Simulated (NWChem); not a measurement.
GeH$_{3}$O$_{2}$F; SMILES [OH][GeH]([OH])[F]

```xyz
7

Ge     0.0220    -0.0290     0.3036
O      0.6419    -1.5109    -0.3880
O     -1.6309     0.2068    -0.2517
F      0.8855     1.3371    -0.3387
H      0.2235    -0.0759     1.8103
H      0.3766    -1.6355    -1.3069
H     -1.7995     1.1181    -0.5180
```
Atoms are numbered in this order, from 1.

Structure relaxed at the PBE0/def2-SVP level.

Task: Give the principal values of the shielding tensors (ppm) of Ge1, O2, O3, F4 from B3LYP/6-31G* (spherical d), GIAO (NWChem), with their diamagnetic and paramagnetic parts as GIAO splits them.

Result: 
| atom | σ11 | σ22 | σ33 | isotropic | diamagnetic | paramagnetic |
|---|---|---|---|---|---|---|
| Ge1 | 1491.7 | 1531.8 | 1568.8 | 1530.8 | 2759.3 | -1228.5 |
| O2 | 219.8 | 256.5 | 318.1 | 264.8 | 387.2 | -122.4 |
| O3 | 232.5 | 267.0 | 321.2 | 273.6 | 387.6 | -114.0 |
| F4 | 239.4 | 288.2 | 402.3 | 310.0 | 469.3 | -159.3 |
